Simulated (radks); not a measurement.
All-electron atom: the ruthenium ion Ru16+ in [Ar] 3d10 (the NIST ground configuration).

Method: scalar-relativistic Kohn-Sham, r2SCAN, spin-polarised, spherical densities, finite nucleus; meta-GGA in the generalised Kohn-Sham scheme; Fermi nuclear charge, rms radius 4.4809 fm; computed with a radial shooting solver on a logarithmic mesh with Libxc functionals.

Energy parts (eV):
| part | energy |
|---|---|
| total | -120721.586 |
| kinetic | 124918.485 |
| electron-nucleus | -279806.788 |
| Hartree | 37483.024 |
| exchange-correlation | -3316.307 |

Orbitals (lengths in bohr, moments of r in powers of bohr):
[
 {"orbital": "1s", "occ.": "2", "eigenvalue (eV)": "-22380.20", "<r>": "0.03344"},
 {"orbital": "2s", "occ.": "2", "eigenvalue (eV)": "-3560.672", "<r>": "0.1454"},
 {"orbital": "2p", "occ.": "6", "eigenvalue (eV)": "-3227.976", "<r>": "0.1268"},
 {"orbital": "3s", "occ.": "2", "eigenvalue (eV)": "-934.5145", "<r>": "0.3973"},
 {"orbital": "3p", "occ.": "6", "eigenvalue (eV)": "-823.5487", "<r>": "0.3962"},
 {"orbital": "3d", "occ.": "10", "eigenvalue (eV)": "-646.6768", "<r>": "0.3732"}
]

The highest occupied level is 3d at -646.68 eV. For comparison, the ionisation energy in NIST's Atomic Spectra Database is 670 eV (theoretical). In exact Kohn-Sham theory the highest level is minus the ionisation energy, but local and semilocal functionals leave it too shallow, through self-interaction and a potential that decays too fast; potentials with the right tail come closer. Summed over all electrons, <r^2> = 3.274 bohr^2, which gives a Langevin (diamagnetic) susceptibility term of -2.59 x 10^-6 cm^3/mol. The density falls to 0.001 e/bohr^3 at r = 1.27 bohr. The electron density at the nucleus is 1.121e+05 e/bohr^3 (large components only).
